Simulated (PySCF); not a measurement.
Geometry (Å), atoms numbered from 1 in this order:
```xyz
23

Si    0.008   -0.010   -0.077
C    -0.030   -0.242    1.766
C     0.318    1.029    2.540
H     0.667   -1.058    2.027
H    -1.035   -0.608    2.039
H     0.277    0.872    3.629
H     1.331    1.376    2.286
H    -0.376    1.847    2.292
O     1.526    0.513   -0.458
C     1.907    1.006   -1.715
H     1.901    0.212   -2.484
H     2.931    1.405   -1.643
H     1.238    1.815   -2.053
O    -1.050    1.134   -0.627
C    -2.416    0.953   -0.869
H    -2.618    0.001   -1.389
H    -2.779    1.779   -1.501
H    -3.001    0.965    0.069
O    -0.402   -1.396   -0.896
C     0.236   -2.634   -0.761
H     1.332   -2.553   -0.874
H    -0.136   -3.315   -1.542
H     0.029   -3.102    0.219
```

A single conformation, rapidly exchanging positions averaged, non-relativistic Hamiltonian, isolated molecule. Geometry from PBE0-D3(BJ)/def2-SVP; shieldings: GIAO KT2/pcSseg-1; PySCF.

Chemical shifts δ = σref − σ; 13C (σref 183.22), 1H (σref 31.18), 29Si (σref 361.05) vs TMS; H2O for 17O (σref 330.66), all at this level.

```json
{"atoms": "H6/H7/H8", "nucleus": "1H", "count": "3", "δ (ppm)": "0.94"}
{"atoms": "C3", "nucleus": "13C", "count": "1", "δ (ppm)": "?"}
{"atoms": "H4/H5", "nucleus": "1H", "count": "2", "δ (ppm)": "0.43"}
{"atoms": "H11/H12/H13/H16/H17/H18/H21/H22/H23", "nucleus": "1H", "count": "9", "δ (ppm)": "?"}
{"atoms": "Si1", "nucleus": "29Si", "count": "1", "δ (ppm)": "-38.5"}
{"atoms": "C10/C15/C20", "nucleus": "13C", "count": "3", "δ (ppm)": "52.3"}
{"atoms": "C2", "nucleus": "13C", "count": "1", "δ (ppm)": "4.0"}
{"atoms": "O9/O14/O19", "nucleus": "17O", "count": "3", "δ (ppm)": "32.9"}
```

Q: Complete the table.

A: 
- C3: 8.9 ppm, carbon bonded to C, 3 H
- H11/H12/H13/H16/H17/H18/H21/H22/H23: 3.68 ppm, hydrogen on a carbon bonded to O

Shifts are as computed. Against solution values, carbons near 30 ppm lie about +2 ppm off and those near 130 ppm about -5 ppm. Of 1313 compounds with measured shifts, 239 miss one by over three times the rms of a fit or turn the order of signals round; such compounds aren't used in these exercises. Experimental scales use liquid or dissolved standards, which lie at an offset from isolated H2O (liquid H2O: subtract about 36 ppm).
